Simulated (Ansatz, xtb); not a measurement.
**Two isomers of C3H8Se2Si**

Structure a is `C[Se][SiH]1C[Se]C1`, a singlet and structure b is `C=CC[Se][SiH2][SeH]`, a singlet. Both are isolated molecules in the gas phase, relaxed with B3LYP-D3(BJ)/def2-SVP, each in the lowest conformer that the search found.

Estimate E(b) − E(a) at the level CCSD(T)/def2-SVP + ΔMP2/def2-TZVPP.

Not settled: CCSD(T)/def2-SVP + ΔMP2/def2-TZVPP gives E(b) − E(a) = +2.5 kcal/mol, but this leans on the basis-set step: CCSD(T) alone gives −6.1 kcal/mol.

How the difference moves with the method:

| level | geometry | E(b) − E(a) (kcal/mol) | departure from the last row (kcal/mol) | job, with rough time for the two |
| --- | --- | --- | --- | --- |
| B3LYP-D3(BJ)/def2-SVP | B3LYP-D3(BJ)/def2-SVP | −2.9 | −5.4 | optimisation, 2.1 min |
| HF/def2-SVP | B3LYP-D3(BJ)/def2-SVP | −8.2 | −10.7 | part of the CCSD(T) run |
| MP2/def2-SVP | B3LYP-D3(BJ)/def2-SVP | −3.3 | −5.8 | part of the CCSD(T) run |
| CCSD(T)/def2-SVP | B3LYP-D3(BJ)/def2-SVP | −6.1 | −8.6 | single point |
| CCSD(T)/def2-SVP + ΔMP2/def2-TZVPP | B3LYP-D3(BJ)/def2-SVP | +2.5 |  | single point, 3.4 min |

As drawn, b has 1 C=C, 1 C–C, 1 Se–Si, 1 Si–H, 1 Se–H in place of 2 C–Se, 2 C–Si, 2 C–H. Structure a has a 4-membered ring, b no ring.

B3LYP-D3(BJ)/def2-SVP, HF/def2-SVP, MP2/def2-SVP, CCSD(T)/def2-SVP put the two in the other order. The largest departure from CCSD(T)/def2-SVP + ΔMP2/def2-TZVPP is that of HF/def2-SVP, 10.7 kcal/mol. Levels run at GFN2-xTB geometries aren't shown. The last row adds to CCSD(T) the change of the MP2 difference between the two basis sets, here +8.6 kcal/mol, a large step that makes the value less sure.

With thermal terms from frequencies at re-optimised GFN2-xTB minima (ideal gas, soft modes damped towards free rotors, one conformer each, 298.15 K, 1 atm): on the last row, ΔE + ΔZPE = −0.6, ΔH = −0.2, ΔG = −1.4 kcal/mol.

The correlated steps freeze 26 core orbitals; the filled d shell of Se is correlated, in a basis made for valence electrons. Programs: Ansatz 0.2.0, xtb 6.7.1; the last row on 4 threads of Arm Neoverse V1 on a shared host.
